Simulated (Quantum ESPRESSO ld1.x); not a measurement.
The numbers below are computed, except where a source is named.
Question: K3+, configuration [Ne] 3s2 3p4. Level of theory: Dirac Kohn-Sham, relativistic LDA (MacDonald-Vosko exchange, VWN5 correlation), spin-unpolarised, spherical densities, point nucleus; open shells are shared between the two j in proportion to 2j + 1 (ld1.x of Quantum ESPRESSO 7.5). Some entries of the table are withheld. Estimate them.

orbital,occ.,eigenvalue (eV),r(max) (bohr),<1/r> (bohr^-1)
1s1/2,2,-3548.20,0.053,18.65
2s1/2,2,-394.190,0.318,3.796
2p1/2,2,(1),0.261,3.727
2p3/2,4,(2),0.263,3.691
3s1/2,2,-72.2054,1.05,(3)
3p1/2,1.33333,-55.0585,1.10,1.060
3p3/2,2.66667,-54.7249,1.10,1.054
3d3/2,0,-29.6327,1.19,0.8127
3d5/2,0,-29.6078,1.19,0.8117
4s1/2,0,-22.6529,2.72,(4)
4p1/2,0,-18.1633,(5),(6)
4p3/2,0,-18.0964,(7),(8)

Answer: 
(1) 2p1/2 eigenvalue (eV): -324.393
(2) 2p3/2 eigenvalue (eV): -321.504
(3) 3s1/2 <1/r> (bohr^-1): 1.165
(4) 4s1/2 <1/r> (bohr^-1): 0.4632
(5) 4p1/2 r(max) (bohr): 3.06
(6) 4p1/2 <1/r> (bohr^-1): 0.4130
(7) 4p3/2 r(max) (bohr): 3.06
(8) 4p3/2 <1/r> (bohr^-1): 0.4113
